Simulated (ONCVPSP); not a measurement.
## C (Z = 6): one change to an ONCV potential, before and after

```
Element                 : carbon (C)
Generator               : ONCVPSP 4.0.1
Type                    : optimised norm-conserving Vanderbilt (ONCV)
Functional              : PBE
Relativity              : scalar-relativistic
Frozen core             : [He]
Valence charge          : 4
Reference configuration : 2s2 2p2
Partial waves           : 2s: rc 1.10 bohr, ncon 4, nbas 8, qcut 4.7 1/bohr, 2 projectors, debl 3 Ha; 2p: rc 1.10 bohr, ncon 3, nbas 8, qcut 8.3 1/bohr, local; d scattering state at 0.16 Ha: rc 1.50 bohr, ncon 4, nbas 7, qcut 5.7 1/bohr, 2 projectors, debl 0.4 Ha
Local potential         : the p channel
Core correction         : polynomial model core, fcfact 0.4
```

Change: all radii but the core radius scaled by about 1.28 (s 1.40, p 1.40, d 1.92 bohr).

Cutoffs: the cutoffs (Ha) at which the residual kinetic energy of the hardest occupied pseudo-wave falls to 1 and 0.1 mHa per electron; they do not see the model core or the augmentation charge, which bear on the density cutoff. Errors are all-electron minus pseudo energies relative to the spin-unpolarised reference configuration.

Question: Predict the effect on cutoff, ghosts and configuration errors.

Answer: The potential gets softer (64 Ha and 135 Ha → 22 Ha and 80 Ha); of the 4 tests that both files solve, the error grows in 3 and shrinks in 1 by more than 15 % and 0.3 meV (median size 56.3 → 86.4 meV); neither file shows a bound ghost. A larger radius leaves more room for a smooth pseudo-wave, so fewer plane waves are needed.

```csv
quantity,base,changed
"cutoff, loose",64 Ha,22 Ha
"cutoff, tight",135 Ha,80 Ha
loose cutoff by channel,"s 64 Ha, p 27 Ha","s 19 Ha, p 22 Ha"
bound ghosts,none,none
GHOST(+) flags under 300 eV,none,none
"error for 2s2 2p1, meV [ΔE 10.86 eV]",+5.1,+12
"error for 2s2 2p0, meV [ΔE 35.02 eV]",+72,+143
"error for 2s1 2p0, meV [ΔE 83.21 eV]",+139,+202
"error for 2s0 2p4, meV [ΔE 16.98 eV]",+41,+30
"rms error of d²Exc/dni dnj with the model core, mHa",1.20,1.60
```
